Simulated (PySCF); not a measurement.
**Vertical excitation energies**

C7H7OPS.
Atom-mapped SMILES: `[CH3:1][S:2][c:3]1[cH:4][cH:5][cH:6][p:7][c:8]1[CH:9]=[O:10]` (hydrogens: H11, H12, H13 on C1; H14 on C4; H15 on C5; H16 on C6; H17 on C9)

Cartesian coordinates in Å at the PBE0-D3(BJ)/def2-SVP level; atoms count from 1:
```xyz
17
C7H7OPS angstrom
C     -2.6763   -0.9455    0.2626
S     -1.8765    0.6639    0.2149
C     -0.1560    0.2853    0.0275
C      0.2793   -1.0472   -0.0452
C      1.6136   -1.4097   -0.1964
C      2.6640   -0.5011   -0.2925
P      2.4920    1.2163   -0.2400
C      0.7545    1.3635   -0.0487
C      0.2758    2.7646    0.0304
O      0.9932    3.7309   -0.0540
H     -2.5351   -1.5056   -0.6729
H     -2.3497   -1.5460    1.1237
H     -3.7456   -0.7208    0.3782
H     -0.4517   -1.8522    0.0175
H      1.8392   -2.4804   -0.2412
H      3.6792   -0.8940   -0.4100
H     -0.8249    2.8920    0.1792
```

The calculation used TDDFT CAM-B3LYP/def2-SVPD, vertical, gas phase, core orbitals frozen in the response (PySCF 2.14.0, density-fitted response routines).

Predict the UV-vis stick spectrum at this level.

```csv
state,λ (nm),E (eV),f,"main configurations (H = HOMO, L = LUMO)"
S1,357.4,3.47,0.0010,H-2→L (83%)
S2,333.4,3.72,0.048,H→L (93%)
S3,277.7,4.47,0.026,"H-1→L (74%), H→L+1 (18%)"
S4,274.1,4.52,0.010,H-3→L (85%)
S5,246.1,5.04,0.361,"H→L+1 (75%), H-1→L (19%)"
S6,234.9,5.28,0.081,"H-1→L+1 (68%), H-4→L (19%)"
S7,234.0,5.30,0.0020,"H-2→L+1 (77%), H-3→L+1 (13%)"
S8,215.4,5.76,0.0016,"H→L+2 (65%), H→L+10 (10%), H→L+3 (9%)"
S9,215.1,5.76,0.0031,"H-3→L+1 (58%), H-5→L (13%)"
```

Triplets (Tamm–Dancoff): T1 2.90 eV, H-1→L (74%), H→L+1 (12%); T2 2.99 eV, H-2→L (81%); T3 3.14 eV, H→L (86%); T4 3.69 eV, H-3→L (74%), H-2→L+1 (10%).

The lowest singlet lies at 3.47 eV (357 nm, ultraviolet) and is very weak; its leading configuration is HOMO-2→LUMO (83%). The most intense listed level is S5 at 5.04 eV (246 nm, f = 0.361), 1.57 eV above S1. S8/S9 lie within about 0.01 eV of each other. Löwdin shares by element: HOMO sulfur 42%, carbon 32% or more (atoms not listed hold the other 26%); LUMO carbon 28% or more, phosphorus 23%, oxygen 12% (atoms not listed hold the other 37%). Of the 9 states listed, 5 reach f = 0.01 and none stays under 0.0005. The listed states span 2.29 eV, and the widest gap between neighbours is 0.75 eV (S2 to S3). Weighted by f, the mean energy of these states is 4.92 eV. No computed singlet lies in the visible range (380 to 750 nm); the lowest, at 357 nm, stands 0.21 eV above its violet end (3.26 eV); a Tamm–Dancoff triplet lies at 428 nm, without intensity as long as spin–orbit coupling is left out. All these states lie below the vertical ionisation energy of 8.50 eV (ΔSCF). Orbitals of the list HOMO-3 to LUMO+2 that lie within 0.01 eV of each other are written together with a slash and their weights summed (≥ marks a lower bound); for degenerate orbitals outside that list single weights are arbitrary. The window holds the lowest 10 singlets. The highest level found (6.12 eV, f 0.0001 so far) is left out, since the window may have cut off a degenerate partner.

One conformer stands for the species.
